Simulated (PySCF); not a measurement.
# Excitation energy of Br⁺ by level of theory

Br⁺ [Ar] 3d10 4s2 4p4 (3P) → Br⁺ [Ar] 3d10 4s2 4p3 4d1 (5D), as a difference of total energies. Computed with PySCF 2.14 in aug-cc-pVTZ-PP with ECP10MDF (6s5p4d2f, 55 functions), with a scalar-relativistic core potential. Correlated levels: valence: 3s2 3p6 3d10 frozen. The calculations carry no spin-orbit coupling.

| method | excitation energy (cm⁻¹) | error (cm⁻¹) |
| --- | --- | --- |
| UHF | 96596 | -6017 |
| LDA | 101550 | -1059 |
| PBE | 98988 | -3625 |
| PBE0 | 99930 | -2683 |
| r2SCAN | 101730 | -884 |
| M06-L | 100740 | -1869 |
| M06-2X | 101310 | -1304 |
| PW91 | 99427 | -3186 |
| MN15 | 97770 | -4844 |
| MP2 (valence) | 100460 | -2154 |
| SCS-MP2 (valence) | 101830 | -783 |

Reference: 102610 cm⁻¹ (measured; NIST levels, between the centres of gravity of the two terms).

Errors of the correlated levels include the incompleteness of this basis and the frozen core.
